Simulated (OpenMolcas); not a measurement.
**Fe5+: input and output**

Input:

```
&GATEWAY
Coord
1

Fe 0.0 0.0 0.0
Basis=ANO-L-VTZP
Group=XYZ
NoMove
AngMom=0.0 0.0 0.0
AMFI
&SEWARD
&RASSCF
FileOrb=start.orb
Symmetry=1
Spin=4
nActEl=3 0 0
Inactive=3 6
Ras2=5 0
CIRoot=10 10 1
SDav=10
CIMx=300
Iter=120 100
PrWF=0.3
OrbListing=Nothing
MaxOrb=0
Atom
>>> COPY $Project.JobIph JOB001
&RASSCF
FileOrb=start.orb
Symmetry=1
Spin=2
nActEl=3 0 0
Inactive=3 6
Ras2=5 0
CIRoot=40 40 1
SDav=40
CIMx=300
Iter=120 100
PrWF=0.3
OrbListing=Nothing
MaxOrb=0
Atom
>>> COPY $Project.JobIph JOB002
&RASSI
NrOfJobIphs=2 10 40
1 2 3 4 5 6 7 8 9 10
1 2 3 4 5 6 7 8 9 10 11 12 13 14 15 16 17 18 19 20 21 22 23 24 25 26 27
28 29 30 31 32 33 34 35 36 37 38 39 40
IphNames
JOB001
JOB002
EJob
SpinOrbit
DIPRint=1.0
SOCoupling=1000.0
Subsets=2
MEES
Property=10
'ANGMOM' 1 'ANGMOM' 2 'ANGMOM' 3 'MLTPL  1' 1 'MLTPL  1' 2 'MLTPL  1' 3
'AMFI' 1 'AMFI' 2 'AMFI' 3 'MLTPL  2' 6
SOProperty=3
'ANGMOM' 1 'ANGMOM' 2 'ANGMOM' 3
```

Launched by
```bash
OMP_NUM_THREADS=1 MOLCAS_MEM=1689 MOLCAS_PROJECT=a pymolcas a.inp > a.log  # once for each step of the input, in one work folder
```

A driver script runs the steps one by one and writes start.orb anew before each from the orbitals found so far.

Output, cut to the results:

```
--- SEWARD ---
Basis set label: FE.ANO-L...6S5P3D2F1G.

      Electronic valence basis set:
      ------------------
      Associated Effective Charge  26.000000 au
      Associated Actual Charge     26.000000 au
      Nuclear Model: Point charge

      Shell  nPrim  nBasis  Cartesian Spherical Contaminant
         s      21       6        X
         p      15       5        X
         d      10       3                 X
         f       6       2                 X
         g       4       1                 X
                  Atomic mean-field integrals
--- RASSCF ---
Wave function specifications:
      -----------------------------

      Number of closed shell electrons          18
      Number of electrons in active shells       3
      Max number of holes in RAS1 space          0
      Max nr of electrons in RAS3 space          0
      Number of inactive orbitals                9
      Number of active orbitals                  5
      Number of secondary orbitals              45
      Spin quantum number                      1.5
      State symmetry                             1
Orbital specifications:
      -----------------------

      Symmetry species                           1   2
                                                ag  au
      Frozen orbitals                            0   0
      Inactive orbitals                          3   6
      Active orbitals                            5   0
      RAS1 orbitals                              0   0
      RAS2 orbitals                              5   0
      RAS3 orbitals                              0   0
      Secondary orbitals                        22  23
      Deleted orbitals                           0   0
      Number of basis functions                 30  29
      Number of CSFs                            10
      Number of root(s) required                10
      Iter CI   SX   CI       RASSCF       Energy    max ROT     max BLB   max BLB  Level Ln srch  Step   QN
          iter iter root      energy       change     param      element    value   shift minimum  type update
 Nr of preliminary CI iterations:   1
      Total energies have been shifted. Add                -1000.00 au
        1   1    8    0  -254.80424816    0.00E+00  -2.57E-01*   5  11 2 -6.81E-01*  0.00   0.00    SX    NO
        2   1    7    0  -255.82312268   -1.02E+00* -2.69E-02    3  11 1 -1.59E-01*  0.00   0.00    SX    NO
        3   1    6    0  -255.83687983   -1.38E-02*  9.29E-03    8  21 1 -1.53E-02*  0.00   0.00    SX    NO
        4   1    6    0  -255.83751007   -6.30E-04* -2.23E-03    3  11 1 -6.02E-03*  0.00   0.00    SX    NO
        5   1    5    0  -255.83755475   -4.47E-05*  5.39E-04    3  11 1  1.34E-03*  0.00   0.78    QN   YES
        6   1    4    0  -255.83755879   -4.04E-06*  3.26E-05    3  11 1 -7.99E-05   0.00   1.00    QN   YES
        7   1    3    0  -255.83755880   -5.81E-09   8.77E-06    4  12 1  1.27E-05   0.00   0.78    QN   YES
      Convergence after  7 iterations
        8   1    3    0  -255.83755880   -5.81E-10   8.77E-06    3  11 1 -1.18E-06   0.00   0.78    QN   YES
      Natural orbitals and occupation numbers for root  1
      sym 1:   0.192774   1.000000   0.807226   0.807226   0.192774
      Natural orbitals and occupation numbers for root  2
      sym 1:   0.077330   0.922670   0.077330   1.000000   0.922670
      Natural orbitals and occupation numbers for root  3
      sym 1:   1.000000   0.185830   0.814170   0.814170   0.185830
::    RASSCF root number  1 Total energy:  -1255.86834086
::    RASSCF root number  2 Total energy:  -1255.86834086
::    RASSCF root number  3 Total energy:  -1255.86834086
::    RASSCF root number  4 Total energy:  -1255.86834086
::    RASSCF root number  5 Total energy:  -1255.86834086
::    RASSCF root number  6 Total energy:  -1255.86834086
::    RASSCF root number  7 Total energy:  -1255.86834086
::    RASSCF root number  8 Total energy:  -1255.76573399
::    RASSCF root number  9 Total energy:  -1255.76573399
::    RASSCF root number 10 Total energy:  -1255.76573399
--- RASSCF ---
Wave function specifications:
      -----------------------------

      Number of closed shell electrons          18
      Number of electrons in active shells       3
      Max number of holes in RAS1 space          0
      Max nr of electrons in RAS3 space          0
      Number of inactive orbitals                9
      Number of active orbitals                  5
      Number of secondary orbitals              45
...
--- RASSI ---
SPIN-FREE ENERGIES:
  (Shifted by EMIN (a.u.) =      -1255.8683408632)

 SF State       Relative EMIN(au)   Rel lowest level(eV)    D:o, cm**(-1)      L_eff

     1             0.0000000000        0.0000000000              0.0000         3.0
     2             0.0000000000        0.0000000000              0.0000         3.0
     3             0.0000000000        0.0000000000              0.0000         3.0
     4             0.0000000000        0.0000000000              0.0000         3.0
     5             0.0000000000        0.0000000000              0.0000         3.0
     6             0.0000000000        0.0000000000              0.0000         3.0
     7             0.0000000000        0.0000000000              0.0000         3.0
     8             0.1026068731        2.7920752554          22519.6056         1.0
     9             0.1026068731        2.7920752554          22519.6056         1.0
    10             0.1026068731        2.7920752554          22519.6056         1.0
    11             0.1048416693        2.8528871589          23010.0867         4.0
    12             0.1048416693        2.8528871589          23010.0867         4.0
    13             0.1048416693        2.8528871589          23010.0867         4.0
    14             0.1048416693        2.8528871589          23010.0867         4.0
    15             0.1048416693        2.8528871589          23010.0867         4.0
    16             0.1048416693        2.8528871589          23010.0867         4.0
    17             0.1048416693        2.8528871589          23010.0867         4.0
    18             0.1048416693        2.8528871589          23010.0867         4.0
    19             0.1048416693        2.8528871589          23010.0867         4.0
    20             0.1386965024        3.7741240977          30440.3637         4.4
    21             0.1386965024        3.7741240977          30440.3637         4.3
...
```

Levels above the lowest, from the spin-orbit matrix, grouped by J:

```json
{"Configuration": "3d3", "Term": "4F", "J": "3/2", "E (cm-1)": "0.0", "Measured (cm-1)": "0.0", "g": "0.399", "Term weight %": "100"}
{"Configuration": "3d3", "Term": "4F", "J": "5/2", "E (cm-1)": "555", "Measured (cm-1)": "511", "g": "1.029", "Term weight %": "100"}
{"Configuration": "3d3", "Term": "4F", "J": "7/2", "E (cm-1)": "1303", "Measured (cm-1)": "1188", "g": "1.238", "Term weight %": "100"}
{"Configuration": "3d3", "Term": "4F", "J": "9/2", "E (cm-1)": "2223", "Measured (cm-1)": "2001", "g": "1.334", "Term weight %": "100"}
{"Configuration": "3d3", "Term": "4P", "J": "1/2", "E (cm-1)": "23234", "Measured (cm-1)": "18738", "g": "2.652", "Term weight %": "99"}
{"Configuration": "3d3", "Term": "4P", "J": "3/2", "E (cm-1)": "23431", "Measured (cm-1)": "18942", "g": "1.725", "Term weight %": "98"}
{"Configuration": "3d3", "Term": "2G", "J": "7/2", "E (cm-1)": "23860", "Measured (cm-1)": "20616", "g": "0.889", "Term weight %": "100"}
{"Configuration": "3d3", "Term": "4P", "J": "5/2", "E (cm-1)": "24123", "Measured (cm-1)": "19611", "g": "1.601", "Term weight %": "100"}
{"Configuration": "3d3", "Term": "2G", "J": "9/2", "E (cm-1)": "24594", "Measured (cm-1)": "21315", "g": "1.107", "Term weight %": "98"}
{"Configuration": "3d3", "Term": "2P", "J": "1/2", "E (cm-1)": "31418", "Measured (cm-1)": "26496", "g": "0.684", "Term weight %": "99"}
{"Configuration": "3d3", "Term": "2P", "J": "3/2", "E (cm-1)": "31510", "Measured (cm-1)": "26215", "g": "1.232", "Term weight %": "77"}
{"Configuration": "3d3", "Term": "2H", "J": "9/2", "E (cm-1)": "31535", "Measured (cm-1)": "28724", "g": "0.913", "Term weight %": "98"}
{"Configuration": "3d3", "Term": "2H", "J": "11/2", "E (cm-1)": "32069", "Measured (cm-1)": "29203", "g": "1.091", "Term weight %": "100"}
{"Configuration": "3d3", "Term": "2D(1)", "J": "3/2", "E (cm-1)": "34571", "Measured (cm-1)": "28628", "g": "0.911", "Term weight %": "79"}
{"Configuration": "3d3", "Term": "2D(1)", "J": "5/2", "E (cm-1)": "34854", "Measured (cm-1)": "28484", "g": "1.201", "Term weight %": "100"}
{"Configuration": "3d3", "Term": "2F", "J": "7/2", "E (cm-1)": "53908", "Measured (cm-1)": "46217", "g": "1.143", "Term weight %": "100"}
{"Configuration": "3d3", "Term": "2F", "J": "5/2", "E (cm-1)": "54232", "Measured (cm-1)": "46604", "g": "0.857", "Term weight %": "100"}
{"Configuration": "3d3", "Term": "2D(2)", "J": "5/2", "E (cm-1)": "84067", "Measured (cm-1)": "71708", "g": "1.200", "Term weight %": "100"}
{"Configuration": "3d3", "Term": "2D(2)", "J": "3/2", "E (cm-1)": "84453", "Measured (cm-1)": "72049", "g": "0.800", "Term weight %": "100"}
```

Against the 18 measured excited levels shown (Corliss and Sugar, J. Phys. Chem. Ref. Data 11, 135 (1982)) the mean absolute deviation is 4900 cm-1; the largest miss in energy is 3d3 2D 3/2(2): computed 84453, measured 72049 cm-1 (+17.2 %), and the largest in proportion 3d3 4P 1/2 (+24.0 %).

Without dynamic correlation excited terms often stand tens of per cent too high (terms of higher spin than the ground term too low), and those without a measured partner can miss by more than the paired ones. Computed and measured levels are paired by configuration, term and J; levels that our copy of the source lacks, or whose pairing is in doubt (as where it misses far off the trend of its configuration), stay unpaired and out of the deviations. Levels of configurations outside the active space are missing.

The term weight is that of the spin-free term in the level, not the purity of its configuration. A number in round brackets counts repeated terms of one configuration in the order of the reference energies.
